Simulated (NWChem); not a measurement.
System: CaO; SMILES [Ca]=[O]

Input file for NWChem:

```
start job
memory heap 200 mb stack 900 mb global 1100 mb
geometry units angstroms noautoz
  Ca     0.000000     0.000000    -0.622636
  O      0.000000     0.000000     1.413507
end
basis spherical
  * library def2-svp
end
dft
  xc b3lyp
  grid xcoarse
  iterations 150
  mulliken
end
task dft gradient
```

Excerpt of the output:

```
             Northwest Computational Chemistry Package (NWChem) 7.3.0
             --------------------------------------------------------

 ORDER OF PRIMARY AXIS IS BEING SET TO 4
 C4V symmetry detected

                             Geometry "geometry" -> ""
                             -------------------------

 Output coordinates in angstroms (scale by  1.889725989 to convert to a.u.)

  No.       Tag          Charge          X              Y              Z
 ---- ---------------- ---------- -------------- -------------- --------------
    1 Ca                  20.0000     0.00000000     0.00000000    -0.58175514
    2 O                    8.0000     0.00000000     0.00000000     1.45438786

 Effective nuclear repulsion energy (a.u.)      41.5827178346

      Symmetry information
      --------------------

 Group name             C4v
 Group number             18
 Group order               8
 No. of unique centers     2

                                 NWChem DFT Module
                                 -----------------

 Summary of "ao basis" -> "ao basis" (spherical)
 ------------------------------------------------------------------------------
       Tag                 Description            Shells   Functions and Types
 ---------------- ------------------------------  ------  ---------------------
 Ca                         def2-svp                10       24   5s3p2d
 O                          def2-svp                 6       14   3s2p1d

      Symmetry analysis of basis
      --------------------------

        a1         16
        a2          0
        b1          3
        b2          3
        e          16

            General Information
            -------------------
          SCF calculation type: DFT
          Wavefunction type:  closed shell.
          No. of atoms     :     2
          No. of electrons :    28
           Alpha electrons :    14
            Beta electrons :    14
          Charge           :     0
          Spin multiplicity:     1
          Use of symmetry is: on ; symmetry adaption is: on
          Maximum number of iterations: 150
          AO basis - number of functions:    38
                     number of shells:    16
          Convergence on energy requested:  1.00D-06
          Convergence on density requested:  1.00D-05
          Convergence on gradient requested:  5.00D-04

              XC Information
              --------------
                         B3LYP Method XC Potential
                     Hartree-Fock (Exact) Exchange  0.200
                        Slater Exchange Functional  0.800 local
                    Becke 1988 Exchange Functional  0.720 non-local
              Lee-Yang-Parr Correlation Functional  0.810
                  VWN I RPA Correlation Functional  0.190 local

             Grid Information
             ----------------
          Grid used for XC integration:  xcoarse
          Radial quadrature: Mura-Knowles
          Angular quadrature: Lebedev.
          Tag              B.-S. Rad. Rad. Pts. Rad. Cut. Ang. Pts.
          ---              ---------- --------- --------- ---------
          Ca                  1.80       75           9.0       194
          O                   0.60       21           7.0       194
          Grid pruning is: on
          Number of quadrature shells:    96
          Spatial weights used:  Erf1

      Superposition of Atomic Density Guess
      -------------------------------------

 Sum of atomic energies:        -751.35185782

      Non-variational initial energy
      ------------------------------

 Total energy =    -751.075314
 1-e energy   =   -1111.972634
 2-e energy   =     319.314602
 HOMO         =      -0.451607
 LUMO         =      -0.159157

      Symmetry analysis of molecular orbitals - initial
      -------------------------------------------------

 !! scf_movecs_sym_adapt:    6 vectors were symmetry contaminated

  Symmetry fudging

 !! scf_movecs_sym_adapt:    6 vectors were symmetry contaminated

  Numbering of irreducible representations:

     1 a1          2 a2          3 b1          4 b2          5 e

  Orbital symmetries:

     1 a1          2 a1          3 a1          4 a1          5 e
     6 e           7 a1          8 a1          9 e          10 e
    11 a1         12 a1         13 e          14 e          15 a1
    16 a1         17 e          18 e          19 a1         20 b1
    21 b2         22 e          23 e          24 a1

     ---------------------------------------------
      Total Density - Mulliken Population Analysis
     ---------------------------------------------

    Atom       Charge   Shell Charges
 -----------   ------   -------------------------------------------------------
    1 Ca  20    18.26   2.00  2.00  2.00  0.09 -0.01  6.00  6.00  0.05  0.08  0.06
    2 O    8     9.74   1.99  1.17  0.80  3.39  2.38  0.00

   convergence    iter        energy       DeltaE   RMS-Dens  Diis-err
 ---------------- ----- ----------------- --------- --------- ---------
 d= 0,ls=0.0,diis     1   -752.2397867526 -7.94D+02  1.23D-01  2.24D+00
 d= 0,ls=0.0,diis     2   -743.9243253114  8.32D+00  1.21D-01  1.84D+01
 d= 0,ls=0.0,diis     3   -752.4966195207 -8.57D+00  2.63D-02  7.31D-01
 d= 0,ls=0.0,diis     4   -752.6238443364 -1.27D-01  7.96D-03  2.24D-02
 d= 0,ls=0.0,diis     5   -752.6139465211  9.90D-03  1.52D-03  1.15D-01
  Resetting Diis
 d= 0,ls=0.0,diis     6   -752.6201123660 -6.17D-03  3.95D-03  6.36D-02
 d= 0,ls=0.0,diis     7   -752.6277828673 -7.67D-03  1.78D-03  1.47D-04
 d= 0,ls=0.0,diis     8   -752.6272526444  5.30D-04  1.27D-03  4.60D-03
 d= 0,ls=0.0,diis     9   -752.6278041621 -5.52D-04  5.16D-05  3.82D-06
 d= 0,ls=0.0,diis    10   -752.6278046017 -4.40D-07  3.30D-05  1.18D-06
 d= 0,ls=0.0,diis    11   -752.6278047844 -1.83D-07  9.27D-06  8.51D-08

         Total DFT energy =     -752.627804784393
      One electron energy =    -1116.569461209339
           Coulomb energy =      367.116308349276
    Exchange-Corr. energy =      -44.757369758958
 Nuclear repulsion energy =       41.582717834627

 Numeric. integr. density =       28.000737248192

                  Occupations of the irreducible representations
                  ----------------------------------------------

                     irrep           alpha         beta
                     --------     --------     --------
                     a1                8.0          8.0
                     a2                0.0          0.0
                     b1                0.0          0.0
                     b2                0.0          0.0
                     e                 6.0          6.0

                       DFT Final Molecular Orbital Analysis
                       ------------------------------------

 Vector   12  Occ=2.000000D+00  E=-1.649830D-01  Symmetry=a1
              MO Center= -1.1D-15, -3.6D-16,  9.0D-01, r^2= 2.3D+00
   Bfn.  Coefficient  Atom+Function         Bfn.  Coefficient  Atom+Function
  ----- ------------  ---------------      ----- ------------  ---------------
    30      0.545889  2 O  pz                 4     -0.486175  1 Ca s
    33      0.416004  2 O  pz                 3      0.285778  1 Ca s
    17     -0.234129  1 Ca d  0              14      0.141562  1 Ca pz
     5      0.109032  1 Ca s                 27      0.085311  2 O  s
    11      0.079252  1 Ca pz                26      0.075406  2 O  s

 Vector   13  Occ=2.000000D+00  E=-1.598966D-01  Symmetry=e
              MO Center=  6.8D-16, -4.7D-18,  1.2D+00, r^2= 1.3D+00
   Bfn.  Coefficient  Atom+Function         Bfn.  Coefficient  Atom+Function
  ----- ------------  ---------------      ----- ------------  ---------------
    28      0.517947  2 O  px                31      0.377558  2 O  px
    29      0.223753  2 O  py                18     -0.186961  1 Ca d  1
    23     -0.168826  1 Ca d  1              32      0.163105  2 O  py
    12      0.149230  1 Ca px                 9     -0.086961  1 Ca px
    16      0.080767  1 Ca d -1              21      0.072933  1 Ca d -1

 Vector   14  Occ=2.000000D+00  E=-1.598966D-01  Symmetry=e
              MO Center=  2.7D-16,  1.1D-15,  1.2D+00, r^2= 1.3D+00
   Bfn.  Coefficient  Atom+Function         Bfn.  Coefficient  Atom+Function
  ----- ------------  ---------------      ----- ------------  ---------------
    29      0.517947  2 O  py                32      0.377558  2 O  py
    28     -0.223753  2 O  px                16      0.186961  1 Ca d -1
    21      0.168826  1 Ca d -1              31     -0.163105  2 O  px
    13      0.149230  1 Ca py                10     -0.086961  1 Ca py
    18      0.080767  1 Ca d  1              23      0.072933  1 Ca d  1

 Vector   15  Occ=0.000000D+00  E=-8.877225D-02  Symmetry=a1
              MO Center= -8.7D-16, -7.3D-17, -1.1D+00, r^2= 6.0D+00
   Bfn.  Coefficient  Atom+Function         Bfn.  Coefficient  Atom+Function
  ----- ------------  ---------------      ----- ------------  ---------------
     4      0.561159  1 Ca s                  5      0.396736  1 Ca s
    14     -0.390103  1 Ca pz                 3     -0.338227  1 Ca s
    30      0.218619  2 O  pz                11      0.215466  1 Ca pz
    17     -0.155123  1 Ca d  0              33      0.149544  2 O  pz
     2      0.063261  1 Ca s                  8     -0.062291  1 Ca pz

[...]

                         DFT ENERGY GRADIENTS

    atom               coordinates                        gradient
                 x          y          z           x          y          z
   1 Ca      0.000000   0.000000  -1.099358    0.000000   0.000000  -0.071183
   2 O       0.000000   0.000000   2.748395    0.000000   0.000000   0.071183
```

Level: B3LYP/def2-SVP. Coordinates come from a B3LYP/6-31G* (spherical d) optimisation.
